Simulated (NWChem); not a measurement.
Species: bromine (Br2); SMILES BrBr

All runs: NWChem. Pople sets run with spherical d functions. This build's default masses of Se (78.918 u) and Br (79.917 u) are each other's, which moves their modes by up to 0.6 %. B3LYP is NWChem's, with the RPA form of VWN correlation. Each level has its own optimisation; frequencies are unscaled.

```
level                                 r Br–Br (Å)  highest harmonic frequency (cm⁻¹)  zero-point energy (kcal/mol)
------------------------------------  -----------  ---------------------------------  ----------------------------
Hartree-Fock/STO-3G                         2.286                                ___                           0.6
Hartree-Fock/3-21G                          2.443                                318                           0.5
Hartree-Fock/6-31G*                         2.283                                353                           0.5
B3LYP/6-31G*                                2.326                                314                           0.4
LDA (Slater exchange, VWN5)/def2-SVP        2.290                                321                           0.5
PBE/def2-SVP                                2.326                                303                           0.4
BLYP/def2-SVP                               2.364                                284                           0.4
PBE0/def2-SVP                               2.298                                323                           0.5
```

Question: Fill in the missing entries.

Answer: 
- Hartree-Fock/STO-3G, highest harmonic frequency (cm⁻¹): 428
